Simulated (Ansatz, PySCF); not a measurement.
The pair A = CHN (SMILES C#N) (first 3 atoms), B = GeH4 (SMILES [GeH4]); geometry from B3LYP-D3(BJ)/def2-TZVP.
(charge 0, multiplicity 1):
```xyz
8

C     -0.156    -0.041     0.519
N     -0.310     0.432    -0.514
H     -0.012    -0.478     1.483
Ge     0.119     0.005     4.726
H     -0.532     1.240     4.087
H     -0.796    -0.573     5.812
H      1.484     0.376     5.318
H      0.326    -1.062     3.632
```

Correlated levels freeze the cores. Filled d and f shells under p-block atoms count as core. Rows in 6-31G* carry no dispersion term and start afresh at each structure (6-31G* with six Cartesian d functions); the Pople sets are all-electron and without relativity.

Run with Ansatz (an electronic-structure program) with Gaussian orbitals; PySCF for 6-31G* rows. 

Total energies (hartree), monomers frozen at their geometry in the pair:

| structure | HF/6-31G* | B3LYP/6-31G* | MP2/aug-cc-pVDZ |
|---|---|---|---|
| AB | -2170.2548698 | -2172.5761562 | -2170.9444513 |
| A in the pair's basis | -92.8747510 | -93.4225700 | -93.1813617 |
| B in the pair's basis | -2077.3804540 | -2079.1533563 | -2077.7621853 |
| A | -92.8746140 | -93.4223385 | -93.1808889 |
| B | -2077.3803287 | -2079.1531854 | -2077.7616447 |

Q: Work out the interaction energy without and with the counterpoise correction, and the superposition error, for each level.

A: 
E(AB) − E(A) − E(B), times 627.509 kcal/mol, with the monomers in their own basis and then in the pair's basis:
- HF/6-31G*: 0.05 uncorrected, 0.21 corrected; the monomers gain 0.16 kcal/mol from borrowed functions
- B3LYP/6-31G*: -0.40 uncorrected, -0.14 corrected; the monomers gain 0.25 kcal/mol from borrowed functions
- MP2/aug-cc-pVDZ: -1.20 uncorrected, -0.57 corrected; the monomers gain 0.64 kcal/mol from borrowed functions
